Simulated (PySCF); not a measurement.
SMILES C[SiH2]C(=O)O (C2H6O2Si), GFN2-xTB optimised geometry.

```
11

C      1.30    -1.17     0.00
Si    -0.60    -1.17     0.00
C     -1.16     0.66     0.00
O     -1.70     1.26    -0.90
O     -0.86     1.26     1.17
H      1.69    -2.19     0.03
H      1.70    -0.69    -0.89
H      1.69    -0.65     0.87
H     -1.15    -1.81    -1.20
H     -1.13    -1.77     1.23
H     -1.14     2.19     1.16
```

Density from CAM-B3LYP/def2-TZVP (PySCF) at that geometry.

Minimum of the electron density along straight lines between bonded atoms, close to the bond critical point (lines longer than 1.1 times the sum of covalent radii, or with two minima, are not listed):

```json
[
 {"bond": "C1–Si2", "length / Å": "1.898", "ρ at the minimum / e bohr⁻³": "0.119", "∇²ρ there / e bohr⁻⁵": "0.13", "position (fraction from the first atom)": "0.61"},
 {"bond": "Si2–C3", "length / Å": "1.920", "ρ at the minimum / e bohr⁻³": "0.115", "∇²ρ there / e bohr⁻⁵": "0.17", "position (fraction from the first atom)": "0.38"},
 {"bond": "C3–O4", "length / Å": "1.205", "ρ at the minimum / e bohr⁻³": "0.432", "∇²ρ there / e bohr⁻⁵": "-0.24", "position (fraction from the first atom)": "0.34"},
 {"bond": "C3–O5", "length / Å": "1.341", "ρ at the minimum / e bohr⁻³": "0.308", "∇²ρ there / e bohr⁻⁵": "-0.62", "position (fraction from the first atom)": "0.34"},
 {"bond": "C1–H6", "length / Å": "1.086", "ρ at the minimum / e bohr⁻³": "0.276", "∇²ρ there / e bohr⁻⁵": "-0.93", "position (fraction from the first atom)": "0.64"},
 {"bond": "C1–H7", "length / Å": "1.087", "ρ at the minimum / e bohr⁻³": "0.275", "∇²ρ there / e bohr⁻⁵": "-0.93", "position (fraction from the first atom)": "0.64"},
 {"bond": "C1–H8", "length / Å": "1.087", "ρ at the minimum / e bohr⁻³": "0.276", "∇²ρ there / e bohr⁻⁵": "-0.93", "position (fraction from the first atom)": "0.64"},
 {"bond": "Si2–H9", "length / Å": "1.463", "ρ at the minimum / e bohr⁻³": "0.128", "∇²ρ there / e bohr⁻⁵": "0.16", "position (fraction from the first atom)": "0.49"},
 {"bond": "Si2–H10", "length / Å": "1.466", "ρ at the minimum / e bohr⁻³": "0.126", "∇²ρ there / e bohr⁻⁵": "0.16", "position (fraction from the first atom)": "0.49"},
 {"bond": "O5–H11", "length / Å": "0.973", "ρ at the minimum / e bohr⁻³": "0.346", "∇²ρ there / e bohr⁻⁵": "-2.36", "position (fraction from the first atom)": "0.81"}
]
```
